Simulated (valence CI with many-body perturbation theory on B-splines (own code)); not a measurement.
## Nd44+: what each term of the Hamiltonian does

Calculated by valence CI with perturbative core correlation (CI+MBPT): six valence electrons over a frozen Dirac-Fock core [Ne], a basis of 9 s, 9 p, 8 d, 6 f, 3 g, 1 h functions for each j, with the one-electron correlation potential Σ1 (screened to all orders), the two-electron term Σ2, the three-electron term Σ3, Breit, model QED; selected single and double excitations, second order for the rest, scaled by the run's own slope (own B-spline code, finite nucleus).

The last digits are not significant, and no measured levels were compared; by estimate large intervals hold to a few tenths of a per cent, small ones and those within an open d or f shell to about a per cent. Among the levels kept, up to 1100 cm⁻¹ of a level comes from second order outside the variational space, and about a tenth of that is noise between levels of different J, which matters for small intervals.

Each rung adds one term. CI alone is the Dirac-Coulomb CI over the frozen core; QED comes last and gives the full result, which names the levels. Energies are above (3s^2 3p1/2^2 3p3/2^2) J=2 on the same rung, in cm⁻¹.

Levels are named by their leading jj configuration (3d3/2^4 stands for four electrons in 3d with j = 3/2), which in mixed levels can hold well under half, so a name can repeat and another be missing. Letters in brackets count levels of one name in rising energy.

```tsv
Level	CI alone	+ Σ1	+ Σ2	+ Σ3	+ Breit	Full
(3s^2 3p1/2^2 3p3/2^2) J=0	118444	118455	118132	117734	119504	119473
(3s^2 3p1/2 3p3/2^3) J=1	1026160	1027010	1027960	1028000	1015420	1017030
(3s^2 3p1/2 3p3/2^3) J=2	1090840	1091690	1092330	1092160	1077780	1079390
(3s^2 3p1/2^2 3p3/2 3d3/2) J=2	1451340	1449680	1446900	1445640	1441580	1439150
(3s^2 3p1/2^2 3p3/2 3d3/2) J=1	1493320	1491680	1488940	1487640	1483950	1481340
(3s^2 3p1/2^2 3p3/2 3d3/2) J=0	1499010	1497360	1494940	1493600	1491780	1489260
(3s^2 3p1/2^2 3p3/2 3d3/2) J=3	1505060	1503440	1500740	1499200	1492810	1490470
(3s^2 3p1/2^2 3p3/2 3d5/2) J=4	1726500	1725610	1723050	1721530	1707420	1705730
(3s^2 3p1/2^2 3p3/2 3d5/2) J=2	1731750	1730840	1728190	1727170	1715720	1712910
(3s^2 3p1/2^2 3p3/2 3d5/2) J=3	1881190	1880250	1875530	1873010	1860170	1858490
(3s^2 3p1/2^2 3p3/2 3d5/2) J=1	1936330	1935440	1931650	1929010	1918610	1916570
(3s 3p1/2^2 3p3/2^3) J=2	2129590	2128670	2126770	2127360	2123420	2111920
(3s^2 3p3/2^4) J=0	2162360	2164040	2165710	2165390	2139550	2142590
(3s 3p1/2^2 3p3/2^3) J=1	2254590	2253700	2251410	2251840	2246630	2236870
(3s^2 3p1/2 3p3/2^2 3d3/2) J=2 [a]	2425440	2424620	2422870	2421990	2403540	2402780
(3s^2 3p1/2 3p3/2^2 3d3/2) J=0	2428850	2428040	2426660	2425820	2408300	2407240
(3s^2 3p1/2 3p3/2^2 3d3/2) J=1 [a]	2434360	2433530	2431530	2430660	2414240	2412510
(3s^2 3p1/2 3p3/2^2 3d3/2) J=3 [a]	2476140	2475360	2473600	2472460	2451190	2450460
(3s^2 3p1/2 3p3/2^2 3d3/2) J=4	2538400	2537590	2535890	2534350	2510990	2510240
```

(1) How does the ionisation energy move along the ladder, and which term matters most?

## Answers

(1) CI alone 3571.4, + Σ1 3572.3, + Σ2 3572.4, + Σ3 3571.8, + Breit 3569.2, + QED 3569.1 eV. The largest step is Breit, -2.5 eV. NIST lists 3567 ± 4 eV (theoretical).
